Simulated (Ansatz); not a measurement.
C$_{3}$H$_{7}$B, relaxed with RKS PBE0-D4/def2-TZVP in Ansatz from a PBE-D4/def2-SVP geometry. The force threshold is 0.005 eV/Å; the program also tests the step.

The species carries charge 0 and has multiplicity 1. The bonds changed during the relaxation, so this is another structure than the one it started from.

Start:

```xyz
11

B     0.216   -0.301   -0.849
C     0.616   -0.771    0.820
C     0.171    0.567    0.623
C    -1.009    0.779   -0.142
H    -0.471   -1.237   -1.197
H     1.070    0.131   -1.593
H     1.661   -0.929    1.124
H    -0.094   -1.557    1.114
H     0.933    1.365    0.623
H    -1.908    0.171    0.037
H    -1.184    1.781   -0.562
```

| step | energy (eV) | largest force (eV/Å) | largest move (Å) |
| --- | --- | --- | --- |
| 1 | -3896.6950 | 0.592 | 0.000 |
| 2 | -3896.7441 | 0.156 | 0.024 |
| 3 | -3896.7485 | 0.042 | 0.008 |
| 4 | -3896.7486 | 0.021 | 0.002 |
| 5 | -3896.7486 | 0.010 | 0.001 |
| 6 | -3896.7486 | 0.002 | 0.001 |

End:

```xyz
11

B     0.212   -0.307   -0.850
C     0.609   -0.757    0.817
C     0.171    0.563    0.617
C    -0.997    0.774   -0.135
H    -0.465   -1.226   -1.189
H     1.055    0.128   -1.573
H     1.636   -0.914    1.119
H    -0.093   -1.533    1.092
H     0.921    1.347    0.611
H    -1.877    0.167    0.035
H    -1.170    1.760   -0.544
```

It took 23 s on 2 threads of a server CPU on a shared host, with 0.33 GiB of host memory at the peak.
